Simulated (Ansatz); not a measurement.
H4W2⁻ (the lowest doublet isomer of a short search), 6 atoms. Hardware: 4 threads of Arm Neoverse V2 on a shared host.

In the def2 sets W takes a core potential; there is no spin–orbit coupling. Correlated methods freeze no core orbitals; core or outer-core shells of W are correlated, in sets that lack core-valence functions.

Problem. How many basis functions does each of these Ansatz runs have, and roughly what does it cost? CCSD(T)/def2-TZVPD, charge -1 doublet, energy, from earlier orbitals; r2SCAN-D4/def2-TZVPD, charge -1 doublet, energy and forces, from earlier orbitals; PBE with 10 % exact exchange/def2-TZVPD, charge -1 doublet, energy, from earlier orbitals; r2SCAN-D4/def2-TZVPD, charge -1 quartet, relaxation, 10 steps; PBE-D4/def2-SVPD, charge -1 doublet, energy, from earlier orbitals; PBE0-D4/def2-TZVPD, charge 0 triplet at the geometry of the charge -1 doublet, energy; PBE0-D4/def2-TZVPD, charge -1 quartet, energy, from earlier orbitals; BLYP-D4/def2-TZVPD, charge -1 doublet, energy, from earlier orbitals; PBE with 50 % exact exchange/def2-TZVPD, charge -1 quartet, energy, from earlier orbitals; PBE-D4/def2-TZVPD, charge 0 triplet at the geometry of the charge -1 doublet, energy, from earlier orbitals; PBE-D4/def2-TZVPD, charge -1 quartet, energy, from earlier orbitals; r2SCAN-D4/def2-TZVPD, charge -1 doublet, frequencies.

Solution. Other jobs shared the machine, so times can vary by a factor of up to 3. A dash marks memory too small to be measured apart from the calling script's.

| run | functions | fitting or Cholesky vectors | wall time | peak host memory (GiB) |
| --- | --- | --- | --- | --- |
| PBE-D4/def2-SVPD, charge -1 doublet, energy, from earlier orbitals | 102 | 888 | 1.9 s | – |
| PBE-D4/def2-TZVPD, charge 0 triplet at the geometry of the charge -1 doublet, energy, from earlier orbitals | 122 | 896 | 2 s | – |
| PBE-D4/def2-TZVPD, charge -1 quartet, energy, from earlier orbitals | 122 | 896 | 2.1 s | – |
| PBE with 10 % exact exchange/def2-TZVPD, charge -1 doublet, energy, from earlier orbitals | 122 | 896 | 2.4 s | – |
| BLYP-D4/def2-TZVPD, charge -1 doublet, energy, from earlier orbitals | 122 | 896 | 2.5 s | – |
| PBE0-D4/def2-TZVPD, charge -1 quartet, energy, from earlier orbitals | 122 | 1036 | 4.8 s | – |
| r2SCAN-D4/def2-TZVPD, charge -1 doublet, energy and forces, from earlier orbitals | 122 | 896 | 5.5 s | – |
| PBE with 50 % exact exchange/def2-TZVPD, charge -1 quartet, energy, from earlier orbitals | 122 | 1154 | 5.5 s | – |
| PBE0-D4/def2-TZVPD, charge 0 triplet at the geometry of the charge -1 doublet, energy | 122 | 1036 | 6 s | – |
| r2SCAN-D4/def2-TZVPD, charge -1 quartet, relaxation, 10 steps | 122 | 896 | 29 s | – |
| CCSD(T)/def2-TZVPD, charge -1 doublet, energy, from earlier orbitals | 122 | 1066 | 71 s | 2 |
| r2SCAN-D4/def2-TZVPD, charge -1 doublet, frequencies | 122 | 896 | 88 s | – |
